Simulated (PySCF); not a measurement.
The isolated species `OB(O)B1OCCO1` is ionised with synchrotron light (hν = 2900.0 eV). Calculated photoelectron kinetic energies of its computed core levels, recoil neglected:

```csv
line,kinetic energy (eV)
1,2703.39
2,2703.14
3,2607.38
4,2361.28
5,2361.15
```

Method: delta-SCF UKS SCAN, pcX-2 on the ionised atom, pcseg-1 elsewhere, spin-free X2C in PySCF 2.14.0.

Question: Which element, shell and site does each line come from? Numbering: `[OH:1][B:2]([OH:3])[B:4]1[O:5][CH2:6][CH2:7][O:8]1`.

Answer: Against the vacuum level, binding energy = hν − kinetic energy.

| line | binding energy (eV) | level | atoms | environment |
| --- | --- | --- | --- | --- |
| 1 | 196.61 | B 1s | B4 | three-coordinate boron |
| 2 | 196.86 | B 1s | B2 | three-coordinate boron |
| 3 | 292.62 | C 1s | C6/C7 | sp3 carbon bound to oxygen |
| 4 | 538.72 | O 1s | O5 | boron-bound oxygen |
| 5 | 538.85 | O 1s | O1/O3 | boron-bound oxygen |

Question: Where does line 4 move with hν = 1486.6 eV?

Answer: To 1486.6 − 538.72 = 947.88 eV; every photoline shifts by the change in photon energy, -1413.4 eV.

Lowest listed B 1s: B4, bonded to 2 O and B. Highest, 0.25 eV above it: B2, bonded to 2 O and B. Summing the Pauling electronegativity differences to the bonded atoms, each weighted by its formal bond order, gives +2.80 for the lowest site and +2.80 for the highest; the sum is the same at every site.

Question: What is the longest wavelength that can ionise O 1s of O5 vertically?

Answer: λ = hc/E = 12398.42 eV Å / 538.72 eV = 23.015 Å.

Other core shells, valence and Auger electrons aren't listed. Topologically equivalent atoms share the value of their first member; where this conformer doesn't relate them by symmetry, their own values could differ. The list is incomplete; no value stands for O 1s of O8. One conformer (not necessarily the lowest) at the PBE0-D3(BJ)/def2-SVP geometry, without solvent, vibrations or thermal averaging.

Hardware: one thread, Arm Neoverse V1 (aarch64), shared host with 32 logical CPUs at a one-minute load of 11. Cost: 46 s, 0.58 GiB resident at most.

Shape of the structure used: `[OH:1][B:2]([OH:3])[B:4]1[O:5][CH2:6][CH2:7][O:8]1`: O1–B2–B4–O5 -2°, H–O1–B2–O3 180°, H–O3–B2–O1 0°.
